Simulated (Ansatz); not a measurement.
Ansatz (an electronic-structure program) input (CCSD(T)/def2-TZVPPD):
A basis named .json is the Basis Set Exchange file of that set.

Ansatz 0.2 input:
```yaml
crystal:
  periodic: [false, false, false]
  atoms:
    - {symbol: C, position_ang: [-2.16785120, -1.36101202, 1.20173611]}
    - {symbol: O, position_ang: [-0.84556157, -0.89682291, 1.44995381]}
    - {symbol: Si, position_ang: [-0.03633560, 0.19662295, 0.57728230]}
    - {symbol: Br, position_ang: [0.09750425, -0.52762506, -1.54909997]}
    - {symbol: O, position_ang: [-0.81621794, 1.61204152, 0.59727894]}
    - {symbol: C, position_ang: [-0.43851112, 2.79160097, -0.10379916]}
    - {symbol: O, position_ang: [1.45984396, 0.37751585, 1.16102073]}
    - {symbol: C, position_ang: [2.45890034, -0.63262750, 1.24486697]}
    - {symbol: H, position_ang: [-2.23716729, -1.82087103, 0.21339836]}
    - {symbol: H, position_ang: [-2.88415753, -0.53973049, 1.26797860]}
    - {symbol: H, position_ang: [-2.40396372, -2.10532872, 1.96044685]}
    - {symbol: H, position_ang: [-0.40854263, 2.60884712, -1.18027000]}
    - {symbol: H, position_ang: [0.54028992, 3.14211202, 0.22948256]}
    - {symbol: H, position_ang: [-1.18486114, 3.55513395, 0.10922078]}
    - {symbol: H, position_ang: [3.35368103, -0.17737063, 1.66618298]}
    - {symbol: H, position_ang: [2.13047310, -1.44763916, 1.89284670]}
    - {symbol: H, position_ang: [2.69055413, -1.03064173, 0.25440863]}
basis:
  gaussian:
    orbitals: def2-TZVPPD.json
magnetization: {spin_polarized: false}
correlation: {method: ccsd_t, electrons: outside_noble_gas}
```

Output:

```
Functional definition: HF
integrals: 11.30 GiB planned
2871 factors; integrals over basis functions are off by at most 9.5e-4 eV
4.95 GiB of device memory are held for the factors and their scratch space
mean field: 5.55 GiB planned
mean field evaluation 1: about -87210.3046 eV, gradient 5.2e1 eV
mean field evaluation 2: about -87210.6672 eV, gradient 5.3e1 eV
mean field evaluation 4: about -87215.9668 eV, gradient 5.3e0 eV
mean field evaluation 8: about -87216.0615 eV, gradient 3.2e-1 eV
mean field evaluation 16: about -87210.3043 eV, gradient 5.2e1 eV
mean field -87216.06185845 eV, -3205.1311561282 hartree, gradient 4.2e-6 eV, S^2 0.000000; 0 other end points of the search recorded, 0 dependent functions left out
25 core orbitals not correlated
reference -87216.06185845 eV, -3205.1311561282 hartree; 25, 25 occupied and 439, 439 virtual orbitals, 2871 factors
second order -41.03732271 eV of doubles, -0.00000000 eV of singles
coupled cluster: 72.31 GiB planned
cycle   1  -41.45697130 eV  change   -4.2e-1 eV  update   1.3e-1
cycle   2  -42.39252451 eV  change   -9.4e-1 eV  update   3.8e-2
cycle   3  -42.60866117 eV  change   -2.2e-1 eV  update   1.9e-2
cycle   4  -42.58968278 eV  change    1.9e-2 eV  update   4.1e-3
cycle   5  -42.58709411 eV  change    2.6e-3 eV  update   1.9e-3
cycle   6  -42.58847253 eV  change   -1.4e-3 eV  update   5.5e-4
cycle   7  -42.58821617 eV  change    2.6e-4 eV  update   2.1e-4
cycle   8  -42.58808152 eV  change    1.3e-4 eV  update   6.0e-5
cycle   9  -42.58809842 eV  change   -1.7e-5 eV  update   2.2e-5
perturbative correction -1.65366609 eV, -0.0607711081 hartree
Total energy: -87260.30362297 eV, -3206.7570109861 hartree
```
